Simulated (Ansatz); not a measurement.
Born–Oppenheimer molecular dynamics of GaH6P (8 atoms, charge 0, multiplicity 1). It starts at the highest image of a converged band, a first-order saddle point between two minima.

These are results of RKS r2SCAN/def2-SVP in Ansatz, not measurements.

```json
{
 "ensemble": "NVE (velocity Verlet)",
 "time step": "0.5 fs",
 "steps asked": "200",
 "starting velocities drawn for": "300 K",
 "seed": "5503"
}
```

First frame:

```xyz
8
Properties=species:S:1:pos:R:3
Ga 0.013 -0.278 0.018
H -0.205 0.140 1.661
H 1.436 0.163 -0.384
H -1.385 -0.261 -0.637
P 0.253 -2.667 1.151
H -0.585 -3.044 0.061
H 1.472 -2.705 0.414
H -0.050 -0.958 1.619
```

(1) How far do the bonds stretch over the last three quarters of this one trajectory? (Pairs bonded in most of those frames.)

Results:

(1) 
```tsv
bond	mean (Å)	spread (Å)	shortest	longest
Ga1–H3	1.573	0.017	1.54	1.61
Ga1–H4	1.570	0.009	1.55	1.59
Ga1–P5	2.309	0.160	2.09	2.57
H2–H8	0.762	0.030	0.72	0.80
P5–H6	1.429	0.014	1.41	1.45
P5–H7	1.429	0.005	1.42	1.44
```

Mean temperature of the second half: 1201 K. The conserved energy stayed within 0.12 meV per atom of its start (net change 0.055 meV per atom), so the integration is sound. The kinetic energy rose, since the run started high on the potential surface and went downhill. It ends in pieces (GaH4P + H2), so much of that is their flight and rotation, not heat. A run of 0.1 ps of so small a system gives no equilibrium averages. The orbitals stay closed-shell, which can raise the energy where a bond breaks towards radicals; this wasn't checked here.

Run time: 5 min on 2 threads of Arm Neoverse V2 (shared host), peak memory 0.14 GiB.
